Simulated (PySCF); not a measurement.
C2H5ClSi, SMILES C(=C/Cl)/[SiH3]. Coordinates come from a ωB97X-D3(BJ)/def2-SVP optimisation. The structure was generated by enumeration; whether it is a known compound was not checked.

Question: Give the equilibrium geometry at ωB97X-D3(BJ)/def2-SVP (PySCF confirms it by a frequency run) as bond lengths and angles, and its point group. (Estimate from the structure and the level; the computed values follow.)

Answer: point group Cs.
Atoms: Si1 C2 C3 Cl4 H5 H6 H7 H8 H9. Bond lengths (Å): Si1–C2 1.880, Si1–H5 1.490, Si1–H6 1.490, Si1–H7 1.492, C2–C3 1.333, C2–H8 1.096, C3–Cl4 1.735, C3–H9 1.094. Angles (°): C2–Si1–H5 110.6, C2–Si1–H6 110.6, C2–Si1–H7 108.4, H5–Si1–H6 109.2, H5–Si1–H7 109.0, H6–Si1–H7 109.0, Si1–C2–C3 123.2, Si1–C2–H8 120.8, C3–C2–H8 116.0, C2–C3–Cl4 122.2, C2–C3–H9 125.0, Cl4–C3–H9 112.8.
Charge 0, spin multiplicity 1.
